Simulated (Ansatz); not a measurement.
Input for Ansatz (a first-principles code): R-wB97X-V/def2-TZVPP on FGeH3Si (SMILES [F][Ge][SiH3]), a point of a torsion scan.

Ansatz 0.2 input:
```yaml
crystal:
  periodic: [false, false, false]
  atoms:
    - {symbol: F, position_ang: [2.48058477, 0.58725550, -0.21102397]}
    - {symbol: Ge, position_ang: [1.64802609, -0.96146305, 0.29951336]}
    - {symbol: Si, position_ang: [-0.61436405, -0.03645100, 0.02475568]}
    - {symbol: H, position_ang: [-0.82158916, 0.82831327, -1.14445916]}
    - {symbol: H, position_ang: [-1.04887022, 0.75446361, 1.19011990]}
    - {symbol: H, position_ang: [-1.62640285, -1.10344235, -0.09687640]}
basis:
  gaussian:
    orbitals: def2-TZVPP
hamiltonian:
  xc: {name: wB97X-V}
scf: {lower_state_search: off}
```

The log:

```
WARN ansatz: RAYON_NUM_THREADS=1 ignored (pool sized by the plan → 1); use --threads N
Functional definition: wB97X-V
these checks for a lower state are left out or cut short: stability, starts, cluster_reference, orbital_swaps, neighbouring_geometries, increment
integrals: 0.11 GiB planned
1013 factors; their error is unknown
integrals: 0.14 GiB planned
203 factors; integrals over basis functions are off by at most 2.6e-5 eV
mean field: 0.88 GiB planned
mean field evaluation 1: about -67152.6044 eV, gradient 3.9e1 eV
mean field evaluation 2: about -67150.3293 eV, gradient 6.2e1 eV
mean field evaluation 4: about -67155.4441 eV, gradient 1.9e0 eV
mean field evaluation 8: about -67155.4575 eV, gradient 4.6e-2 eV
mean field evaluation 16: about -67155.6477 eV, gradient 7.5e-5 eV
mean field -67155.64773596 eV, -2467.9245345636 hartree, gradient 6.5e-6 eV, S^2 0.000000; 0 other end points of the search recorded, 0 dependent functions left out
reference -67155.64773416 eV, -2467.9245344975 hartree; 29, 29 occupied and 134, 134 virtual orbitals, 1013 factors
Total energy: -67155.64773416 eV, -2467.9245344975 hartree
Checks for a lower state left out: stability, starts, cluster_reference, orbital_swaps, neighbouring_geometries, increment
```

The calculation finished and met its thresholds.

Cost: around 4 core-seconds (rough).
